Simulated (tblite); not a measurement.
Problem. Give a GFN2-xTB geometry of `c1ccc2scnc2c1`.

Solution. 
```
atom  x, y, z in Å
C1    -1.7127    0.8558   -0.1492
C2    -1.8992   -0.5080    0.0727
C3    -0.8238   -1.3619    0.2168
C4     0.4500   -0.8249    0.1348
S5     1.9895   -1.6211    0.2735
C6     2.7438   -0.0604    0.0213
N7     1.9649    0.9310   -0.1455
C8     0.6523    0.5560   -0.0906
C9    -0.4480    1.3968   -0.2327
H10   -2.5762    1.4952   -0.2564
H11   -2.9017   -0.9042    0.1332
H12   -0.9648   -2.4175    0.3888
H13    3.8138    0.0139    0.0151
H14   -0.2885    2.4489   -0.4040
```

Any rigid rotation of these coordinates is as good. Atoms count from 1 in this order. N7 (pyridine-type nitrogen) is bent (angle 111.7°). The 6-membered ring C1–C2–C3–C4–C8–C9 has internal angles of 118.1° to 121.3° (sum 720°, against 720° for a flat polygon); it is planar, 0.00 Å rms from its mean plane, widest ring torsion 0°. The C–N distances run from 1.272 Å (C6–N7, aromatic) to 1.366 Å (N7–C8, aromatic), a spread of 0.094 Å. The 9 heavy atoms lie in one plane (0.001 Å rms).

Bonds between heavy atoms (Å): C1–C2 1.394, C2–C3 1.381, C3–C4 1.385, C4–S5 1.739, S5–C6 1.752, C6–N7 1.272, N7–C8 1.366, C8–C9 1.392, C1–C9 1.378, C4–C8 1.414.

Structure optimised with GFN2-xTB, isolated species.

Point group: Cs (every atom within 0.08 Å of its image). Its GFN2-xTB frequencies are all real (lowest 183 cm⁻¹).

These are computed values.
